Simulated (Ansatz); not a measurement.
A run for Ansatz (a first-principles code): R-RI-MP2/cc-pVQZ on CH6GeO2 (SMILES C[O][GeH2][OH]), a point of a torsion scan. Files ending in .json are basis or fitting sets from the Basis Set Exchange. The run froze 17 orbitals, filled d shells among them.

Ansatz 0.2 input:
```yaml
crystal:
  periodic: [false, false, false]
  atoms:
    - {symbol: C, position_ang: [1.62795168, -0.17212803, -0.07144829]}
    - {symbol: O, position_ang: [0.63402432, 0.80049051, 0.19885591]}
    - {symbol: Ge, position_ang: [-1.07786757, 0.57446877, 0.33914087]}
    - {symbol: O, position_ang: [-1.34930654, -1.13022691, 0.07582443]}
    - {symbol: H, position_ang: [2.16225399, 0.11614974, -0.97856398]}
    - {symbol: H, position_ang: [2.33047739, -0.19795973, 0.76356875]}
    - {symbol: H, position_ang: [1.19850146, -1.16501165, -0.20881698]}
    - {symbol: H, position_ang: [-1.49301021, 0.96454145, 1.73355479]}
    - {symbol: H, position_ang: [-1.75113949, 1.38685730, -0.73583269]}
    - {symbol: H, position_ang: [-2.24666331, -1.45019205, 0.11537909]}
basis:
  gaussian:
    orbitals: cc-pVQZ
    fitting: {mean_field: def2-universal-JKFIT, correlation: cc-pVQZ-RIFIT.json}
magnetization: {spin_polarized: false}
correlation: {method: mp2, electrons: outside_noble_gas}
scf: {lower_state_search: off}
```

Program output:

```
WARN ansatz: RAYON_NUM_THREADS=1 ignored (pool sized by the plan → 1); use --threads N
Functional definition: HF
these checks for a lower state are left out or cut short: stability, starts, cluster_reference, orbital_swaps, neighbouring_geometries, increment
integrals: 0.73 GiB planned
603 factors; integrals over basis functions are off by at most 5.5e0 eV
mean field: 1.12 GiB planned
mean field evaluation 1: about -61673.5287 eV, gradient 4.8e1 eV
mean field evaluation 2: about -61676.1967 eV, gradient 3.3e1 eV
mean field evaluation 4: about -61677.8459 eV, gradient 7.7e-1 eV
mean field -61677.84696213 eV, -2266.6190691119 hartree, gradient 1.9e-6 eV, S^2 0.000000; 0 other end points of the search recorded, 0 dependent functions left out
17 core orbitals not correlated
952 factors; their error is unknown
reference -61677.84696213 eV, -2266.6190691119 hartree; 13, 13 occupied and 383, 383 virtual orbitals, 952 factors
second order -22.77246392 eV of doubles, -0.00000000 eV of singles
Total energy: -61700.61942605 eV, -2267.4559417254 hartree
Checks for a lower state left out: stability, starts, cluster_reference, orbital_swaps, neighbouring_geometries, increment
```

The calculation finished and met its thresholds.

Cost: roughly 7 core-seconds.
